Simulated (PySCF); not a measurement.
```xyz
8

S      1.8531    -1.0289    -0.5319
Ge    -0.0475    -0.2801     0.3362
S     -1.5452    -1.0893    -1.0864
S     -0.0606     1.9358     0.5065
H      2.5875    -0.1055     0.1126
H     -0.3075    -0.7710     1.7674
H     -2.5825    -0.7793    -0.2884
H      0.1027     2.1183    -0.8159
```

Charge 0, multiplicity 1.

### Question
Give the Mulliken and meta-Löwdin atomic charges from r2SCAN-D4/def2-TZVP (PySCF 2.14.0).

### Answer

```
atom  Mulliken (e)  meta-Löwdin (e)
----  ------------  ---------------
S1           -0.35            -0.28
Ge2           0.48             0.55
S3           -0.34            -0.28
S4           -0.35            -0.29
H5            0.17             0.12
H6            0.05            -0.05
H7            0.17             0.12
H8            0.18             0.12
```
